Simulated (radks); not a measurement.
Values are calculated unless marked as measured or tabulated.
Polarisability of the gallium ion Ga+, [Ar] 3d10 4s2, at imaginary frequency. Code: a radial shooting solver on a logarithmic mesh with Libxc functionals. Model: non-relativistic Kohn-Sham, exchange-only LDA, spin-unpolarised, spherical densities, point nucleus. Response by self-consistent Sternheimer equations with the Hartree and adiabatic exchange-only LDA kernel.

w (hartree),alpha1(iw) (bohr^3),alpha2(iw) (bohr^5)
0.00266,18.25,87.38
0.0143,18.22,87.32
0.0360,18.04,86.96
0.0697,17.50,85.81
0.118,16.26,83.03
0.186,14.07,77.37
0.280,11.06,67.67
0.413,7.872,53.85
0.605,5.181,38.00
0.892,3.245,23.52
1.35,1.964,12.79
2.12,1.134,6.117
3.59,0.5892,2.507
6.94,0.2407,0.8001
17.5,0.05629,0.1479

Static values: alpha1 = 18.25 bohr^3 (2.704 angstrom^3; uncoupled 33.18), alpha2 = 87.39 bohr^5, alpha3 = 775.5 bohr^7. C6 = 93.44, C8 = 2641, triple-dipole C9 = 1207 atomic units. One-pole (London) frequency 4 C6 / (3 alpha1^2) = 0.374 hartree, against 0.557 for minus the highest occupied eigenvalue. The dipole shielding factor is 0.968, as the force sum rule N/Z = 0.968 demands.
